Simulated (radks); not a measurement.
Task: These are the eigenvalues of the occupied orbitals of an atom or ion with whole-number occupations (eV). Calculated with a radial shooting solver on a logarithmic mesh with Libxc functionals: Dirac Kohn-Sham, BLYP, spin-unpolarised, spherical densities, finite nucleus; Fermi nuclear charge, rms radius of each element as measured or else 0.836 A^(1/3) + 0.57 fm.

1s1/2: -19822.91
2s1/2: -2804.709
2p1/2: -2581.079
2p3/2: -2474.451
3s1/2: -482.5640
3p1/2: -397.4725
3p3/2: -379.9193
3d3/2: -229.3786
3d5/2: -226.0552
4s1/2: -70.9373
4p1/2: -46.8042
4p3/2: -44.3087
4d3/2: -10.4284
4d5/2: -10.2150

Which element is it, and in what charge state? The configuration may be excited. Open shells, if any, fill j = l - 1/2 first.

Result: Z = 42, molybdenum, charge +1: Mo+ in [Kr] 4d5. The list shows which subshells hold electrons but not how many an open one holds; the 1s level, -728.48 hartree, gives Z - s = 38.2 by -(Z - s)^2/2, which with screening and relativity narrows Z to a few neighbours, and the depths of the outer levels then fix element, charge and occupations together.
